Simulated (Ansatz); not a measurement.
```yaml
crystal:
  periodic: [false, false, false]
  atoms:
    - {symbol: O, position_ang: [0.180329, 1.178161, -0.688448]}
    - {symbol: C, position_ang: [-0.030288, 0.035957, -0.137720]}
    - {symbol: S, position_ang: [0.574602, 0.048677, 1.502581]}
    - {symbol: Se, position_ang: [-0.860205, -1.273274, -0.944459]}
    - {symbol: H, position_ang: [-0.148244, 1.175991, -1.647099]}
    - {symbol: H, position_ang: [0.204419, -1.238274, 1.805770]}
basis:
  gaussian: {orbitals: "6-31G*"}
hamiltonian: {xc: {name: revPBE}}
accuracy: high
outputs: {forces: true}
```

```sh
$ ansatz run in.yaml --threads 2 --pin off --events-out ev --progress --plain --max-ram 4352MiB
```

How does Ansatz answer? (Best estimate.)

Ansatz gave: The input was rejected before any iteration.
```
Error: YAML parse error: error: line 14 column 1: unknown field `outputs`, expected one of crystal, accuracy, basis, kpoints, hamiltonian, magnetization, projection, total_charge, correlation, batch, efield, external_charges, scf, relax, neb, saddle, md, ramp, phonons, dielectric, real_time, elastic, magnetic_configurations, gw, evaluate, workflow, output, checkpoint, execution
12 | hamiltonian: {xc: {name: revPBE}}
13 | accuracy: high
14 | outputs: {forces: true}
```
